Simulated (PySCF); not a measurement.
## Electronic structure of O+ (oxygen, charge +1) at the UHF level

Configuration: [He] 2s2 2p3, high-spin 4S determinant. Computed with PySCF 2.14 in aug-cc-pVQZ, with no relativity, point nucleus.

* Total energy: -74.375732 hartree
* One-electron energy: -98.4671 hartree
* Hartree (Coulomb) energy: 32.0051 hartree
* Exchange energy: -7.9137 hartree
* Kinetic energy: 74.37464 hartree
* ⟨S²⟩: 3.7556
* ⟨L²⟩: 0.000
* Sum of ⟨r⟩: 5.810 bohr
* Sum of ⟨r²⟩: 7.339 bohr²
* Density at the nucleus (Gaussians lack the cusp): 307 bohr⁻³
* Spin density at the nucleus: 0.0183 bohr⁻³
* Langevin diamagnetic susceptibility: -5.81 ×10⁻⁶ cm³/mol

| shell | electrons | mean orbital energy (eV) | rms radius, mean of both spins (bohr) |
| --- | --- | --- | --- |
| 1s α | 1 | -582.64 | 0.230 |
| 1s β | 1 | -579.01 | 0.230 |
| 2s α | 1 | -56.375 | 1.20 |
| 2s β | 1 | -41.659 | 1.20 |
| 2p α | 3 | -36.207 | 1.20 |

Spin-orbit constants ζ (cm⁻¹) from the X2C one-electron operator on these orbitals (non-relativistic here): bare nucleus, nucleus screened by l(l+1)(2l+1)/3 electrons, and screened by the Breit-Pauli mean field of the electrons.

```
shell   bare  screened nucleus  mean field
   2p  282.4             211.8       182.6
```
